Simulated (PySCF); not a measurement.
Molecular orbitals of CaBr

r²SCAN at R = 2.592 Å; basis Ca def2-SVP, Br def2-SVP; no relativity; PySCF 2.14. State: ²Σ⁺ (doublet), unpaired electrons σ ↑. Only the outer orbitals are listed, counted within each symmetry.

| spin | orbital | occ. | ε (eV) | on Ca (%) | main shells (%) |
| --- | --- | --- | --- | --- | --- |
| α | 5π | 1 | -28.89 | 100 | 100 Ca p |
| α | 5π | 1 | -28.89 | 100 | 100 Ca p |
| α | 11σ | 1 | -28.78 | 99 | 99 Ca p |
| α | 12σ | 1 | -18.15 | 3 | 97 Br s |
| α | 13σ | 1 | -7.19 | 12 | 87 Br p |
| α | 6π | 1 | -6.53 | 8 | 92 Br p |
| α | 6π | 1 | -6.53 | 8 | 92 Br p |
| α | 14σ | 1 | -3.89 | 97 | 78 Ca s, 14 Ca p |
| α | 7π | 0 | -1.66 | 99 | 56 Ca d, 44 Ca p |
| α | 7π | 0 | -1.66 | 99 | 56 Ca d, 44 Ca p |
| α | 2δ | 0 | -1.59 | 100 | 100 Ca d |
| β | 5π | 1 | -28.81 | 100 | 100 Ca p |
| β | 5π | 1 | -28.81 | 100 | 100 Ca p |
| β | 11σ | 1 | -28.64 | 99 | 99 Ca p |
| β | 12σ | 1 | -18.13 | 3 | 97 Br s |
| β | 13σ | 1 | -7.14 | 11 | 88 Br p |
| β | 6π | 1 | -6.52 | 7 | 92 Br p |
| β | 6π | 1 | -6.52 | 7 | 92 Br p |
| β | 14σ | 0 | -2.44 | 99 | 85 Ca s, 9 Ca p |
| β | 2δ | 0 | -0.87 | 100 | 100 Ca d |
| β | 2δ | 0 | -0.87 | 100 | 100 Ca d |

Question: Which are the highest filled and the lowest empty level, where do they sit, and how wide is the gap?

Answer: Highest filled α 14σ at -3.89 eV (in %: 78 Ca s, 14 Ca p); lowest empty β 14σ at -2.44 eV (in %: 85 Ca s, 9 Ca p); the gap at r²SCAN is 1.45 eV.

The bond order (Mayer) is 1.01. The ⟨S²⟩ is 0.750, the charge on Ca (Mulliken, basis-dependent) is 0.45 and the charge on Ca (Löwdin, basis-dependent) is 0.13. The dipole moment (positive dipole means Ca(−)Br(+)) is -4.55 D.

Spin–orbit coupling is left out. The state is the lowest determinant that a PBE0 search found; another state may lie lower at other levels.
